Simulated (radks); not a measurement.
Problem. These are the eigenvalues of the occupied orbitals of an atom or ion with whole-number occupations (eV). Method: non-relativistic Kohn-Sham, PBE, spin-unpolarised, spherical densities, point nucleus; computed with a radial shooting solver on a logarithmic mesh with Libxc functionals.

| orbital | eigenvalue |
|---|---|
| 1s | -4982.407 |

Which element is it, and in what charge state? The configuration may be excited.

Solution. Z = 20, calcium, charge +18: Ca18+ in [He]. The 1s level, -183.1 hartree, gives Z - s = 19.1 by -(Z - s)^2/2, which with screening narrows Z to a few neighbours, and the depths must fix Z and the occupations together.
